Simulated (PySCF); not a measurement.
## Calculated NMR parameters of C=C([SiH2]N)C(=O)CCC

* Formula: C6H13NOSi
* SMILES: C=C([SiH2]N)C(=O)CCC
* InChI: InChI=1S/C6H13NOSi/c1-3-4-6(8)5(2)9-7/h2-4,7,9H2,1H3
* Point group of the computed structure: C1
* Degrees of unsaturation: 2
* Carbon signals: 6
* Proton signals: 7

Numbering as in the mapped SMILES `[CH2:1]=[C:2]([SiH2:3][NH2:4])[C:5](=[O:6])[CH2:7][CH2:8][CH3:9]`; H(Xn) means a hydrogen on atom n. Ha(C1) is cis to Si3; Hb(C1) is trans to Si3.

Calculated, not measured (PySCF): shieldings: GIAO PBE0/pcSseg-1, geometry: GFN2-xTB. Non-relativistic Hamiltonian, isolated molecule, a single conformation, equivalent nuclei averaged.

Scale: TMS for $^{1}$H (31.72 ppm), $^{13}$C (186.93 ppm), $^{29}$Si (349.16 ppm); $^{15}$N (267.73 ppm) against NH3; $^{17}$O (336.08 ppm) vs H2O (reference shieldings calculated alike).

```tsv
carbon	δC, type	δH (multiplicity)	HMBC from (2–3 bonds)	span of the C tensor (ppm)
C1	144.3, CH2	Ha(C1) 6.80 (m); Hb(C1) 6.85 (m)	H(Si3)	244
C2	158.9, C	–	Hb(C1), Ha(C1), H(Si3), H(C7)	216
C5	211.4, C	–	Hb(C1), Ha(C1), H(Si3), H(C7), H(C8)	206
C7	42.8, CH2	2.65 (t)	H(C8), H(C9)	51
C8	20.8, CH2	1.74 (m)	H(C7), H(C9)	10
C9	15.8, CH3	1.07 (t)	H(C7), H(C8)	26
```

Other nuclei:
```json
{"atoms": "H(Si3)", "nucleus": "$^{1}$H", "environment": "hydrogen on a silicon bonded to C, N", "δ (ppm)": "4.93", "σ (ppm)": "26.79"}
{"atoms": "H(N4)", "nucleus": "$^{1}$H", "environment": "hydrogen on a nitrogen bonded to Si", "δ (ppm)": "0.32", "σ (ppm)": "31.40"}
{"atoms": "Si3", "nucleus": "$^{29}$Si", "environment": "silicon bonded to C, N, 2 H", "δ (ppm)": "-35.8", "σ (ppm)": "384.9"}
{"atoms": "N4", "nucleus": "$^{15}$N", "environment": "nitrogen bonded to Si, 2 H", "δ (ppm)": "10.4", "σ (ppm)": "257.4"}
{"atoms": "O6", "nucleus": "$^{17}$O", "environment": "ketone oxygen", "δ (ppm)": "662.4", "σ (ppm)": "-326.3"}
```

1. Carbon types of the structure: 2 × C, 3 × CH2, 1 × CH3, leaving 4 H on heteroatoms.
2. δC 211.4: ketone carbonyl carbon; the double bond to the heteroatom, with no lone-pair donor beside it, deshields it most.
3. δC 158.9: α carbon of a C=C–C=O unit; the olefinic region.
4. δC 144.3: β carbon of a C=C–C=O unit; conjugation with the carbonyl draws π density from the β position.
5. δC 15.8: methyl carbon; a saturated carbon with 1 carbon neighbour and no heteroatom attached.
6. δH 0.32: hydrogen on a nitrogen bonded to Si; labile proton, position sensitive to the medium.

OH and NH positions are those of a molecule without intermolecular hydrogen bonds; in solution they move with solvent, concentration and temperature, and exchange usually removes their couplings. Shifts are as computed. Against solution values, carbons near 30 ppm lie about +3 ppm off and those near 130 ppm about +5 ppm. Of 1309 compounds with measured shifts, 239 miss one by over three times the rms of a fit or turn the order of signals round; such compounds aren't used in these exercises. Unscaled 17O shifts of doubly bonded oxygen tend to come out too high, by tens of ppm or more. Experimental scales use liquid or dissolved standards, which lie at an offset from isolated NH3 (liquid NH3: subtract about 20 ppm) and H2O (liquid H2O: subtract about 36 ppm). Multiplicities follow the n + 1 count of equivalent neighbours, as no J values were calculated; m marks all less simple cases, F and P coupling included.
